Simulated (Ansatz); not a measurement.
Species: sum formula LaOH, charge 0, multiplicity 1. 
Coordinates optimised at B3LYP-D3(BJ)/def2-TZVP (Ansatz, an electronic-structure program):
```
O
H 1 0.9580
La 1 2.0965 2 180.00
```

Total electronic energies in hartree. Cores are frozen in the correlated levels unless marked. Spin-orbit coupling is left out. Frozen are the shells of the preceding noble gas and the d and f shells that filled before the atom's block. Past Kr the def2 sets carry scalar-relativistic core potentials. CBS(X,Y): correlation extrapolated as X^-3; Hartree-Fock from the larger set. [CCSD(T)-MP2]/basis is that difference in the basis named.

The Hartree-Fock reference is unstable (checked in the largest basis), which strains HF and MP2. 

| level | program | energy (Eh) |
|---|---|---|
| PBE-D3(BJ)/def2-TZVPD | Ansatz + dftd3 | -107.37412 |
| r2SCAN/def2-TZVPD | Ansatz | -107.39989 |
| CAM-B3LYP/def2-TZVPD | Ansatz | -107.37426 |
| RI-MP2/def2-TZVPPD | Ansatz | -106.93949 |
| RI-MP2/CBS(def2-TZVPPD,def2-QZVPPD) | Ansatz | -106.9808 |
| SCS-MP2/def2-QZVPP | Ansatz | -106.96268 |
| CCSD(T)/def2-QZVPPD | Ansatz | -106.98218 |
| RI-MP2/CBS(def2-TZVPP,def2-QZVPP)+[CCSD(T)-MP2]/def2-SVP | Ansatz | -106.9983 |
| CCSD(T)/CBS(def2-TZVPPD,def2-QZVPPD) | Ansatz | -106.9964 |

Totals of different functionals don't rank their quality; only differences between species are comparable.
